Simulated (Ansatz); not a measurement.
Geometry optimisation of CH₅AlO₂Si (`O=[CH][Al]([OH])[SiH3]`).

```yaml
crystal:
  periodic: [false, false, false]
  atoms:
    - {symbol: O, position_ang: [-1.488764, 0.497112, 1.778663]}
    - {symbol: C, position_ang: [-1.705087, 0.896658, 0.638690]}
    - {symbol: Al, position_ang: [-0.216779, 0.311314, -0.626095]}
    - {symbol: O, position_ang: [-0.028894, 0.735483, -2.283936]}
    - {symbol: Si, position_ang: [1.425769, -1.092984, 0.515646]}
    - {symbol: H, position_ang: [-2.644706, 1.512748, 0.441660]}
    - {symbol: H, position_ang: [-0.621020, 1.295731, -2.809716]}
    - {symbol: H, position_ang: [2.489324, -1.611309, -0.417866]}
    - {symbol: H, position_ang: [2.115348, -0.313634, 1.607648]}
    - {symbol: H, position_ang: [0.757810, -2.282220, 1.158306]}
basis:
  gaussian: {orbitals: def2-TZVP}
hamiltonian: {xc: pbe0, dispersion: d4}
relax: {f_tol: 0.005, max_steps: 150}
```

```sh
$ ansatz run in.yaml --threads 4 --pin off --events-out ev --progress --plain
```

Output, abridged:

```
Functional definition: PBE0
  name "PBE0"
  cite "Adamo & Barone, J. Chem. Phys. 110, 6158 (1999) doi:10.1063/1.478522"
  cite "Perdew, Burke & Ernzerhof, Phys. Rev. Lett. 77, 3865 (1996) doi:10.1103/PhysRevLett.77.3865"
  parent pbe
  parameter a = 0.25
  parameter kappa = 0.804
  parameter beta = 0.06672455060314922
  exchange = (1 - a)*pbe_x(kappa = kappa, mu = beta*pi^2/3) + a*exact_x
  correlation = pbe_c(beta = beta)
mean field -19677.95800350 eV, -723.1516184295 hartree, gradient 4.4e-5 eV, S^2 0.000000; 0 other end points of the search recorded, 0 dependent functions left out
the calculation of the forces begins
relax step   1: F+E_penalty+E_count = -19678.12566533 eV  Δ(F+E_penalty+E_count) = +0.000e0 eV  max|allowed force component| = 1.103e0 eV/Å  Δτ_max = 0.0000 Å  (30 SCF iters, accepted)
these checks for a lower state are left out or cut short: starts, cluster_reference, orbital_swaps, neighbouring_geometries, increment
mean field -19678.00119471 eV, -723.1532056772 hartree, gradient 1.3e-5 eV, S^2 0.000000; 0 other end points of the search recorded, 0 dependent functions left out
the calculation of the forces begins
relax step   2: F+E_penalty+E_count = -19678.16884239 eV  Δ(F+E_penalty+E_count) = -4.318e-2 eV  max|allowed force component| = 3.461e-1 eV/Å  Δτ_max = 0.0613 Å  (36 SCF iters, accepted)
these checks for a lower state are left out or cut short: starts, cluster_reference, orbital_swaps, neighbouring_geometries, increment
mean field -19677.99852947 eV, -723.1531077317 hartree, gradient 1.7e-5 eV, S^2 0.000000; 0 other end points of the search recorded, 0 dependent functions left out
the calculation of the forces begins
relax step   3: F+E_penalty+E_count = -19678.16624498 eV  Δ(F+E_penalty+E_count) = +2.597e-3 eV  max|allowed force component| = 3.244e-1 eV/Å  Δτ_max = 0.0439 Å  (34 SCF iters, rejected (line search))
these checks for a lower state are left out or cut short: starts, cluster_reference, orbital_swaps, neighbouring_geometries, increment
mean field -19678.00722661 eV, -723.1534273456 hartree, gradient 8.8e-6 eV, S^2 0.000000; 0 other end points of the search recorded, 0 dependent functions left out
the calculation of the forces begins
relax step   4: F+E_penalty+E_count = -19678.17499862 eV  Δ(F+E_penalty+E_count) = -6.156e-3 eV  max|allowed force component| = 9.304e-2 eV/Å  Δτ_max = 0.0216 Å  (37 SCF iters, accepted)
these checks for a lower state are left out or cut short: starts, cluster_reference, orbital_swaps, neighbouring_geometries, increment
mean field -19678.00834609 eV, -723.1534684857 hartree, gradient 8.4e-6 eV, S^2 0.000000; 0 other end points of the search recorded, 0 dependent functions left out
the calculation of the forces begins
relax step   5: F+E_penalty+E_count = -19678.17593451 eV  Δ(F+E_penalty+E_count) = -9.359e-4 eV  max|allowed force component| = 7.701e-2 eV/Å  Δτ_max = 0.0168 Å  (35 SCF iters, accepted)
these checks for a lower state are left out or cut short: starts, cluster_reference, orbital_swaps, neighbouring_geometries, increment
mean field -19678.01070970 eV, -723.1535553468 hartree, gradient 1.0e-5 eV, S^2 0.000000; 0 other end points of the search recorded, 0 dependent functions left out
the calculation of the forces begins
relax step   6: F+E_penalty+E_count = -19678.17745461 eV  Δ(F+E_penalty+E_count) = -1.520e-3 eV  max|allowed force component| = 1.569e-1 eV/Å  Δτ_max = 0.0647 Å  (34 SCF iters, accepted)
these checks for a lower state are left out or cut short: starts, cluster_reference, orbital_swaps, neighbouring_geometries, increment
mean field -19678.01147383 eV, -723.1535834281 hartree, gradient 9.0e-6 eV, S^2 0.000000; 0 other end points of the search recorded, 0 dependent functions left out
[...]
mean field -19678.01275526 eV, -723.1536305198 hartree, gradient 8.5e-6 eV, S^2 0.000000; 0 other end points of the search recorded, 0 dependent functions left out
the calculation of the forces begins
relax step  14: F+E_penalty+E_count = -19678.17859172 eV  Δ(F+E_penalty+E_count) = -6.336e-6 eV  max|allowed force component| = 9.172e-3 eV/Å  Δτ_max = 0.0054 Å  (35 SCF iters, accepted)
these checks for a lower state are left out or cut short: starts, cluster_reference, orbital_swaps, neighbouring_geometries, increment
mean field -19678.01279453 eV, -723.1536319628 hartree, gradient 8.6e-6 eV, S^2 0.000000; 0 other end points of the search recorded, 0 dependent functions left out
the calculation of the forces begins
relax step  15: F+E_penalty+E_count = -19678.17860407 eV  Δ(F+E_penalty+E_count) = -1.235e-5 eV  max|allowed force component| = 1.533e-2 eV/Å  Δτ_max = 0.0134 Å  (35 SCF iters, accepted)
these checks for a lower state are left out or cut short: starts, cluster_reference, orbital_swaps, neighbouring_geometries, increment
mean field -19678.01282260 eV, -723.1536329944 hartree, gradient 8.5e-6 eV, S^2 0.000000; 0 other end points of the search recorded, 0 dependent functions left out
the calculation of the forces begins
relax step  16: F+E_penalty+E_count = -19678.17861407 eV  Δ(F+E_penalty+E_count) = -9.992e-6 eV  max|allowed force component| = 1.538e-2 eV/Å  Δτ_max = 0.0088 Å  (35 SCF iters, accepted)
these checks for a lower state are left out or cut short: starts, cluster_reference, orbital_swaps, neighbouring_geometries, increment
mean field -19678.01283778 eV, -723.1536335522 hartree, gradient 8.5e-6 eV, S^2 0.000000; 0 other end points of the search recorded, 0 dependent functions left out
the calculation of the forces begins
relax step  17: F+E_penalty+E_count = -19678.17862324 eV  Δ(F+E_penalty+E_count) = -9.170e-6 eV  max|allowed force component| = 1.399e-2 eV/Å  Δτ_max = 0.0061 Å  (35 SCF iters, accepted)
these checks for a lower state are left out or cut short: starts, cluster_reference, orbital_swaps, neighbouring_geometries, increment
mean field -19678.01284413 eV, -723.1536337855 hartree, gradient 8.5e-6 eV, S^2 0.000000; 0 other end points of the search recorded, 0 dependent functions left out
the calculation of the forces begins
relax step  18: F+E_penalty+E_count = -19678.17862355 eV  Δ(F+E_penalty+E_count) = -3.156e-7 eV  max|allowed force component| = 2.040e-2 eV/Å  Δτ_max = 0.0116 Å  (34 SCF iters, accepted)
these checks for a lower state are left out or cut short: starts, cluster_reference, orbital_swaps, neighbouring_geometries, increment
mean field -19678.01284155 eV, -723.1536336907 hartree, gradient 8.5e-6 eV, S^2 0.000000; 0 other end points of the search recorded, 0 dependent functions left out
the calculation of the forces begins
relax step  19: F+E_penalty+E_count = -19678.17863634 eV  Δ(F+E_penalty+E_count) = -1.279e-5 eV  max|allowed force component| = 1.193e-2 eV/Å  Δτ_max = 0.0040 Å  (35 SCF iters, accepted)
these checks for a lower state are left out or cut short: starts, cluster_reference, orbital_swaps, neighbouring_geometries, increment
mean field -19678.01283347 eV, -723.1536333940 hartree, gradient 2.0e-5 eV, S^2 0.000000; 0 other end points of the search recorded, 0 dependent functions left out
the calculation of the forces begins
relax step  20: F+E_penalty+E_count = -19678.17863966 eV  Δ(F+E_penalty+E_count) = -3.321e-6 eV  max|allowed force component| = 5.745e-3 eV/Å  Δτ_max = 0.0008 Å  (24 SCF iters, accepted)
these checks for a lower state are left out or cut short: starts, cluster_reference, orbital_swaps, neighbouring_geometries, increment
mean field -19678.01281011 eV, -723.1536325353 hartree, gradient 8.4e-6 eV, S^2 0.000000; 0 other end points of the search recorded, 0 dependent functions left out
the calculation of the forces begins
relax step  21: F+E_penalty+E_count = -19678.17863913 eV  Δ(F+E_penalty+E_count) = +5.316e-7 eV  max|allowed force component| = 7.329e-3 eV/Å  Δτ_max = 0.0020 Å  (35 SCF iters, rejected (line search))
these checks for a lower state are left out or cut short: starts, cluster_reference, orbital_swaps, neighbouring_geometries, increment
mean field -19678.01282197 eV, -723.1536329711 hartree, gradient 1.8e-5 eV, S^2 0.000000; 0 other end points of the search recorded, 0 dependent functions left out
the calculation of the forces begins
relax step  22: F+E_penalty+E_count = -19678.17864151 eV  Δ(F+E_penalty+E_count) = -1.853e-6 eV  max|allowed force component| = 8.784e-4 eV/Å  Δτ_max = 0.0010 Å  (25 SCF iters, accepted)
mean field -19678.01282197 eV, -723.1536329711 hartree, gradient 1.8e-5 eV, S^2 0.000000; 1 other end points of the search recorded, 0 dependent functions left out
the calculation of the forces begins
Total energy: -19678.17867829 eV, -723.1597280785 hartree
Atom 0 at    -1.666076     0.590463     1.769309 Å, force     0.000016     0.000103    -0.000275 eV/Å
Atom 1 at    -1.723491     0.952596     0.613184 Å, force     0.000175    -0.000384    -0.000747 eV/Å
Atom 2 at    -0.203475     0.291625    -0.550049 Å, force    -0.000275     0.000611    -0.000419 eV/Å
Atom 3 at    -0.079621     0.688482    -2.192938 Å, force     0.000198    -0.000585     0.000763 eV/Å
Atom 4 at     1.484651    -1.121248     0.507772 Å, force     0.000037    -0.000426     0.000457 eV/Å
Atom 5 at    -2.585968     1.599104     0.309266 Å, force     0.000347    -0.000125     0.000878 eV/Å
Atom 6 at    -0.685946     1.231849    -2.692902 Å, force    -0.000249     0.000274    -0.000458 eV/Å
Atom 7 at     2.533970    -1.543837    -0.459878 Å, force    -0.000168     0.000150     0.000258 eV/Å
Atom 8 at     2.150671    -0.392642     1.623316 Å, force    -0.000172    -0.000052    -0.000162 eV/Å
Atom 9 at     0.858287    -2.347493     1.075922 Å, force     0.000090     0.000433    -0.000295 eV/Å
Dipole moment:    -0.218361     0.272175    -0.458822 e Å
```

Hardware: 4 threads of a server CPU on a shared host. Wall time 73 s, peak host memory 0.49 GiB.
